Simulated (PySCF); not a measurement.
CaSi⁻: one state, many levels of theory

State: ⁴Σ⁻ (quartet), unpaired electrons σ ↑, π ↑↑. Set-up: Ca def2-SVPD, Si def2-SVPD; no relativity (PySCF 2.14). De refers to Ca + Si⁻ in their high-spin ground configurations, without counterpoise correction. The functionals are run spin-unrestricted. A positive dipole points towards Si; it is taken about the centre of mass and depends on that origin.

```csv
Level,Re (Å),ωe (cm⁻¹),De (eV),μ (D)
UHF,3.121,184,n/a,2.64
UHF-MP2,3.054,196,n/a,n/a
UHF-SCS-MP2,3.062,196,n/a,n/a
UHF-CCSD,3.069,193,n/a,n/a
UHF-CCSD(T),3.058,196,n/a,n/a
PBE,2.885,235,n/a,0.90
BP86,2.881,236,n/a,0.74
r²SCAN,2.899,232,n/a,1.40
PBE0,2.918,224,n/a,1.29
B97-3,2.941,220,n/a,1.05
MN15,2.914,219,n/a,0.34
```

(1) What does a quarter of exact exchange do here, going from PBE to PBE0?

(2) What does the step from GGA to meta-GGA do here, going from PBE to r²SCAN?

(3) What does all correlation do here, going from UHF to UHF-CCSD(T)?

Correlated steps freeze 10 core orbitals. The highest Kohn–Sham level is positive in this anion. Much of that is self-interaction error, but it also means that the finite basis helps to hold the extra electron. The state is the lowest determinant that a PBE0 search found; another state may lie lower at other levels.

## Answers

(1) PBE0 less PBE: +3.3 pm in Re, -4.7 % in ωe. Exact exchange removes part of the self-interaction that spreads semilocal densities, and in most molecules shortens and stiffens the bond and lowers De; here Re and ωe go the other way.

(2) r²SCAN less PBE: +1.4 pm in Re, -1.3 % in ωe. 

(3) UHF-CCSD(T) less UHF: -6.3 pm in Re, +6.5 % in ωe. Correlation nearly always deepens the well. The bond shortens, as in weak, metallic or heavy-atom bonds, where dispersion and the correlation of outer-core electrons pull the atoms together.
